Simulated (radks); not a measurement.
The numbers below are computed, except where a source is named.
Q: Hg4+, 76 electrons, occupied as [Xe] 4f14 5d8 (the NIST ground configuration). Level of theory: scalar-relativistic Kohn-Sham, Slater X-alpha with alpha = 0.91, spin-polarised, spherical densities, finite nucleus; open shells are filled with parallel spins first (spin-orbit coupling, left out, can overturn this in heavy ions); Fermi nuclear charge, rms radius 5.4648 fm (a radial shooting solver on a logarithmic mesh with Libxc functionals). Some entries of the table are withheld. Estimate them.

| orbital | occ. | eigenvalue (hartree) | <r> (bohr) | r(max) (bohr) |
|---|---|---|---|---|
| 1s up | 1 | -3065.890 | 0.01658 | 0.01022 |
| 1s down | 1 | -3065.890 | 0.01658 | 0.01022 |
| 2s up | 1 | -546.7931 | 0.06981 | 0.05907 |
| 2s down | 1 | -546.7835 | 0.06981 | 0.05907 |
| 2p up | 3 | -472.6006 | 0.06313 | 0.04895 |
| 2p down | 3 | -472.5925 | 0.06313 | 0.04895 |
| 3s up | 1 | -131.7560 | 0.1802 | 0.1663 |
| 3s down | 1 | -131.7512 | 0.1802 | 0.1664 |
| 3p up | 3 | -110.2687 | 0.1815 | 0.1658 |
| 3p down | 3 | -110.2636 | 0.1815 | 0.1658 |
| 3d up | 5 | -87.60283 | 0.1643 | 0.1349 |
| 3d down | 5 | -87.59551 | 0.1643 | 0.1349 |
| 4s up | 1 | -30.74239 | 0.3975 | 0.3743 |
| 4s down | 1 | -30.73237 | 0.3975 | 0.3743 |
| 4p up | 3 | -23.66707 | 0.4231 | 0.3939 |
| 4p down | 3 | -23.65685 | 0.4230 | 0.3939 |
| 4d up | 5 | -15.24576 | 0.4453 | 0.4002 |
| 4d down | 5 | -15.23354 | 0.4451 | 0.4002 |
| 5s up | 1 | -6.49213 | (1) | 0.8204 |
| 5s down | 1 | -6.42516 | (2) | 0.8186 |
| 4f up | 7 | -5.87250 | (3) | 0.3625 |
| 4f down | 7 | -5.85627 | (4) | 0.3624 |
| 5p up | 3 | -4.54663 | (5) | 0.9161 |
| 5p down | 3 | -4.46804 | (6) | 0.9134 |
| 5d up | 5 | -2.31291 | 1.297 | 1.111 |
| 5d down | 3 | -2.22704 | 1.300 | 1.108 |

A: 
(1) 5s up <r> (bohr): 0.8892
(2) 5s down <r> (bohr): 0.8867
(3) 4f up <r> (bohr): 0.4745
(4) 4f down <r> (bohr): 0.4734
(5) 5p up <r> (bohr): 1.013
(6) 5p down <r> (bohr): 1.010
